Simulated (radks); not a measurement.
Results of a calculation; reference values are marked as such.
Spherical quantum dot in the effective-mass picture: electrons in a hard-walled sphere of radius 1.48, all in effective atomic units (hartree* = m*/eps^2 hartree, bohr* = eps/m* bohr), one dielectric constant everywhere. Level of theory: non-relativistic Kohn-Sham, PBE, spin-polarised, spherical densities (a radial shooting solver with Libxc functionals). Levels are named by radial order and angular momentum (1s, 1p, 1d, 2s, ...), and open shells are averaged over m. Results are scaled to m* = 0.063 and eps = 9.4, for which hartree* = 19.4 meV and bohr* = 7.896 nm. Each electron was tried in the lowest free levels, single moves between levels near the top were tried too, and the lowest total energy was kept; such a search can miss a lower state. At N = 1 the Hartree and exchange-correlation terms need not cancel, so that row can carry a self-interaction error.

\begin{tabular}{lrrrrrrr}
N & open shells & 2S & E (meV) & mu = E(N) - E(N-1) (meV) & addition energy mu(N+1) - mu(N) (meV) & e(HOMO) (meV) & rms radius (nm) \\ \hline
1 & 1s(up 1, down 0) & 1 & 43.9533 & 43.953 & 22.21 & 52.262 & 6.226 \\
2 & none & 0 & 110.116 & 66.162 & 59.61 & 74.469 & 6.351 \\
3 & 1p(up 1, down 0) & 1 & 235.888 & 125.77 & 16.77 & 133.99 & 6.723 \\
4 & 1p(up 2, down 0) & 2 & 378.430 & 142.54 & 17.37 & 151.17 & 6.919 \\
5 & 1p(up 3, down 0) & 3 & 538.343 & 159.91 & 23.06 & 168.68 & 7.048 \\
6 & 1p(up 3, down 1) & 2 & 721.311 & 182.97 & 16.45 & 191.04 & 7.149 \\
7 & 1p(up 3, down 2) & 1 & 920.725 & 199.41 & 17.01 & 207.87 & 7.228 \\
8 & none & 0 & 1137.15 & 216.43 & 68.93 & 225.02 & 7.294 \\
9 & 1d(up 1, down 0) & 1 & 1422.51 & 285.36 & 16.34 & 293.50 & 7.399 \\
10 & 1d(up 2, down 0) & 2 & 1724.21 & 301.70 & 16.48 & 309.92 & 7.486 \\
11 & 1d(up 3, down 0) & 3 & 2042.39 & 318.18 & 16.56 & 326.45 & 7.559 \\
12 & 1d(up 4, down 0) & 4 & 2377.13 & 334.74 & 16.61 & 343.04 & 7.621 \\
13 & 1d(up 5, down 0) & 5 & 2728.49 & 351.35 & 21.68 & 359.67 & 7.676 \\
14 & 1d(up 5, down 1) & 4 & 3101.52 & 373.04 & 16.12 & 381.07 & 7.726 \\
15 & 1d(up 5, down 2) & 3 & 3490.68 & 389.16 & 16.26 & 397.27 & 7.771 \\
16 & 1d(up 5, down 3) & 2 & 3896.10 & 405.42 & 16.35 & 413.59 & 7.811 \\
17 & 1d(up 5, down 4) & 1 & 4317.87 & 421.77 & 16.41 & 429.97 & 7.848 \\
18 & none & 0 & 4756.05 & 438.18 & 69.89 & 446.40 & 7.882 \\
19 & 2s(up 1, down 0) & 1 & 5264.12 & 508.06 & 25.13 & 518.22 & 7.845 \\
20 & none & 0 & 5797.32 & 533.20 & 16.30 & 543.20 & 7.808 \\
21 & 2s(up 1, down 0) 1f(up 2, down 0) & 3 & 6346.81 & 549.49 & 15.81 & 557.31 & 7.932 \\
22 & 2s(up 1, down 0) 1f(up 3, down 0) & 4 & 6912.11 & 565.30 & 16.01 & 573.31 & 7.971 \\
23 & 2s(up 1, down 0) 1f(up 4, down 0) & 5 & 7493.43 & 581.31 & 16.03 & 589.32 & 8.007 \\
24 & 2s(up 1, down 0) 1f(up 5, down 0) & 6 & 8090.77 & 597.34 & 16.04 & 605.36 & 8.040 \\
25 & 2s(up 1, down 0) 1f(up 6, down 0) & 7 & 8704.15 & 613.38 & 16.05 & 621.41 & 8.071 \\
26 & 2s(up 1, down 0) 1f(up 7, down 0) & 8 & 9333.58 & 629.43 & 20.89 & 637.55 & 8.101 \\
27 & 2s(up 1, down 0) 1f(up 7, down 1) & 7 & 9983.91 & 650.33 & 15.78 & 658.21 & 8.129 \\
28 & 2s(up 1, down 0) 1f(up 7, down 2) & 6 & 10650.0 & 666.10 & 15.82 & 674.01 & 8.155 \\
29 & 2s(up 1, down 0) 1f(up 7, down 3) & 5 & 11331.9 & 681.92 & 15.85 & 689.85 & 8.180 \\
30 & 2s(up 1, down 0) 1f(up 7, down 4) & 4 & 12029.7 & 697.78 & 15.01 & 706.20 & 8.203 \\
31 & 1f(up 7, down 6) & 1 & 12742.5 & 712.79 & 15.57 & 720.39 & 8.278 \\
32 & none & 0 & 13470.9 & 728.35 & 19.16 & 736.32 & 8.298 \\
33 & 2s(up 1, down 0) & 1 & 14218.4 & 747.51 & 25.21 & 757.51 & 8.268 \\
34 & none & 0 & 14991.1 & 772.72 & 76.63 & 782.62 & 8.238 \\
35 & 1g(up 1, down 0) & 1 & 15840.4 & 849.35 & 15.61 & 857.15 & 8.263 \\
36 & 1g(up 2, down 0) & 2 & 16705.4 & 864.96 & 15.62 & 872.76 & 8.287 \\
37 & 1g(up 3, down 0) & 3 & 17586.0 & 880.57 & 15.63 & 888.39 & 8.310 \\
38 & 1g(up 4, down 0) & 4 & 18482.2 & 896.20 & 15.64 & 904.02 & 8.332 \\
39 & 1g(up 5, down 0) & 5 & 19394.0 & 911.84 & 15.64 & 919.66 & 8.353 \\
40 & 1g(up 6, down 0) & 6 & 20321.5 & 927.49 & 15.65 & 935.31 & 8.373 \\
41 & 1g(up 7, down 0) & 7 & 21264.6 & 943.14 & 15.65 & 950.96 & 8.392 \\
42 & 1g(up 8, down 0) & 8 & 22223.4 & 958.79 & 15.66 & 966.62 & 8.410 \\
43 & 1g(up 9, down 0) & 9 & 23197.9 & 974.45 & - & 982.28 & 8.428 \\
\end{tabular}

All shells are closed at N = 2, 8, 18, 20, 32, 34 (there: 1s2 1p6 1d10 2s2 1f14); the second difference of the energy has clear peaks (12 % above both neighbours; the first and last values, which can be the largest, are not judged, and half-filled shells can peak too) at N = 2, 5, 8, 13, 18, 26, 34.
